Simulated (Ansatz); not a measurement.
A geometry optimisation of CH4OZn with r2SCAN-D4/def2-SVP

The starting geometry of this gas-phase singlet was optimised with GFN2-xTB.

| atom | x (Å) | y (Å) | z (Å) |
| --- | --- | --- | --- |
| C | 0.0540 | -0.5384 | -0.9859 |
| O | -0.7520 | 0.3548 | -0.2699 |
| Zn | -0.0266 | -0.2585 | 2.3003 |
| H | 0.2088 | -1.4770 | -0.4332 |
| H | -0.4551 | -0.7622 | -1.9226 |
| H | 1.0360 | -0.1011 | -1.2110 |
| H | -0.4637 | 0.3030 | 0.7029 |

**Question.** Predict what becomes of its bonds when it is optimised with r2SCAN-D4/def2-SVP.

**Answer.** It loosens into CH4O + Zn, which stay close as a complex. Contacts that open: Zn3–H7 (1.75 → 2.89 Å).

The energy falls by 0.41 eV over 25 steps:

| step | E − E(last) (eV) |
| --- | --- |
| 1 | 0.409 |
| 4 | 0.091 |
| 6 | 0.077 |
| 9 | 0.075 |
| 12 | 0.052 |
| 14 | 0.028 |
| 17 | 0.005 |
| 20 | 0.000 |
| 22 | 0.000 |
| 25 | 0.000 |

Final geometry (Å):

```xyz
7

C     0.1141   -0.5220   -0.9030
O    -0.5331    0.3132    0.0417
Zn   -0.8861   -0.9690    2.2073
H     0.9933   -1.0430   -0.4788
H    -0.6143   -1.2845   -1.2137
H     0.4306    0.0362   -1.8021
H     0.0969    0.9895    0.3294
```

No frequencies were run, so the end isn't proven a minimum. Run with Ansatz 0.2.0, 81 s on 1 thread of Arm Neoverse V1 (shared host).
